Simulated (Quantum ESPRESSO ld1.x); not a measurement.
Question: Ga2+, configuration [Ar] 3d10 4s0.5 4p0.5 (fractional occupations, a model configuration). Method: Dirac Kohn-Sham, revPBE, spin-unpolarised, spherical densities, point nucleus; open shells are shared between the two j in proportion to 2j + 1; computed with ld1.x of Quantum ESPRESSO 7.5. Some entries of the table are withheld. Estimate them.

orbital,occ.,eigenvalue (eV),<r> (bohr)
1s1/2,2,-10249.171,(1)
2s1/2,2,-1282.937,0.2175
2p1/2,2,-1137.896,0.1883
2p3/2,4,-1110.241,0.1918
3s1/2,2,-169.283,0.6518
3p1/2,2,-122.415,0.6718
3p3/2,4,-118.797,0.6825
3d3/2,4,-40.365,0.7924
3d5/2,6,-39.899,0.7981
4s1/2,0.5,-26.361,(2)
4p1/2,0.166667,-18.151,2.498
4p3/2,0.333333,-17.912,2.529
5s1/2,0,-9.543,4.837
4d3/2,0,-8.639,4.077
4d5/2,0,-8.621,4.086
5p1/2,0,-7.244,5.681
5p3/2,0,-7.178,5.725
4f5/2,0,-4.216,(3)
4f7/2,0,-4.216,(4)

Answer: 
(1) 1s1/2 <r> (bohr): 0.04859
(2) 4s1/2 <r> (bohr): 2.071
(3) 4f5/2 <r> (bohr): 6.785
(4) 4f7/2 <r> (bohr): 6.786
